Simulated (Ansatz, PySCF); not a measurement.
Molecule: C3H4Cl, charge -1, multiplicity 1. It need not be the lowest isomer of its formula. Whether it binds its extra electron was not tested at this geometry. 
Structure (B3LYP-D3(BJ)/def2-TZVP (Ansatz, an electronic-structure program) minimum search):
```
C
C 1 1.3788
H 2 1.0835 1 120.59
H 2 1.0860 3 116.95 1 170.70
H 1 1.0917 2 115.68 3 -9.30
C 1 1.3963 5 114.07 2 -176.48
H 6 1.0841 1 121.34 5 -161.51
Cl 6 1.8335 7 107.97 1 -138.10
```
Charge -1, spin multiplicity 1.

Total electronic energies in hartree. Correlated levels leave the core frozen unless marked. Spin-orbit coupling is left out. Non-relativistic. CBS marks a two-point X^-3 extrapolation of the correlation energy; Hartree-Fock from the larger set. [CCSD(T)-MP2]/basis is that difference in the basis named.

| level | program | energy (Eh) |
|---|---|---|
| TPSSh-D3(BJ)/def2-TZVPD | PySCF + dftd3 | -576.97504 |
| MP2/cc-pV(Q+d)Z | Ansatz | -576.18217 |
| RI-MP2/cc-pV(T+d)Z | Ansatz | -576.11463 |
| CCSD/6-31G | Ansatz | -575.60384 |
| CCSD/cc-pwCVTZ | Ansatz | -576.15985 |
| CCSD/cc-pV(Q+d)Z | Ansatz | -576.20964 |
| CCSD(T)/cc-pV(T+d)Z | Ansatz | -576.18627 |
| RI-MP2/CBS(aug-cc-pV(T+d)Z,aug-cc-pV(Q+d)Z)+[CCSD(T)-MP2]/aug-cc-pV(D+d)Z | Ansatz | -576.2918 |
| RI-MP2/CBS(aug-cc-pV(T+d)Z,aug-cc-pV(Q+d)Z)+[CCSD(T)-MP2]/aug-cc-pV(T+d)Z | Ansatz | -576.2973 |

Totals of different functionals don't rank their quality; only differences between species are comparable.
